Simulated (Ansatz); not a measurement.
C$_{3}$H$_{6}$F$_{2}$Si, SMILES `C=CC[SiH](F)F`, relaxed with RKS PBE0-D4/def2-TZVP in the Gaussian-basis code of Ansatz from a PBE-D4/def2-SVP geometry. The force threshold is 0.005 eV/Å; the program also tests the step.

The species carries charge 0 and has multiplicity 1.

Start:

```xyz
12

C     0.830   -0.523    1.819
C     0.963   -0.080    0.555
C     0.160   -0.554   -0.624
Si   -1.144    0.719   -1.067
F    -0.405    2.141   -1.376
F    -1.913    0.277   -2.438
H     0.122   -1.328    2.080
H     1.435   -0.104    2.637
H     1.682    0.733    0.348
H    -0.357   -1.514   -0.410
H     0.795   -0.709   -1.523
H    -2.168    0.943   -0.002
```

(1) How much energy does the relaxation release, and in how many steps? (Best estimate.)

(2) Which bonds change most? (Best estimate.)

(3) Give the relaxed structure. (An estimate is asked.)

## Answers

(1) Computed: 10.19 kJ/mol, in 7 steps, 2 of them rejected.

(2) Ansatz gave: Si4–F6 from 1.633 to 1.590 Å; Si4–F5 from 1.632 to 1.590 Å; C3–Si4 from 1.875 to 1.856 Å; C1–C2 from 1.346 to 1.327 Å.

(3) The calculation gave: 
```xyz
12

C     0.820   -0.524    1.797
C     0.961   -0.076    0.556
C     0.161   -0.536   -0.618
Si   -1.133    0.717   -1.064
F    -0.433    2.107   -1.393
F    -1.896    0.261   -2.383
H     0.113   -1.311    2.042
H     1.413   -0.124    2.610
H     1.681    0.716    0.360
H    -0.348   -1.481   -0.403
H     0.795   -0.696   -1.498
H    -2.136    0.947   -0.006
```
